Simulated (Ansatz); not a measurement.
Species: [amino(methyl)boranyl]methane, C₂H₈BN (charge 0, singlet). 
Coordinates optimised at B3LYP-D3(BJ)/def2-TZVP (Ansatz, a quantum-chemistry and plane-wave program):
```xyz
12

B     -0.0174     0.0500    -0.0002
C      1.5368    -0.2365    -0.0033
C     -1.0582    -1.1392     0.0088
N     -0.4775     1.3726    -0.0054
H      1.8221    -0.8299     0.8713
H      1.8170    -0.8386    -0.8737
H      2.1570     0.6634    -0.0096
H     -2.1030    -0.8186     0.0102
H     -0.9115    -1.7877    -0.8610
H     -0.9064    -1.7791     0.8840
H      0.1368     2.1701    -0.0112
H     -1.4541     1.6167    -0.0038
```

Basis-set convergence of Hartree-Fock and CCSD correlation energies (hartree) with Ansatz. Correlated levels leave the core frozen unless marked. Spin-orbit coupling is left out. No relativistic terms.

```csv
basis,functions,E(HF),"E(corr, CCSD)"
cc-pVDZ,96,-159.60445,-0.60239
cc-pVTZ,232,___,___
```

Problem. Some entries are withheld; supply them.

Solution. 
- cc-pVTZ, E(HF): -159.65325
- cc-pVTZ, E(corr, CCSD): -0.72056
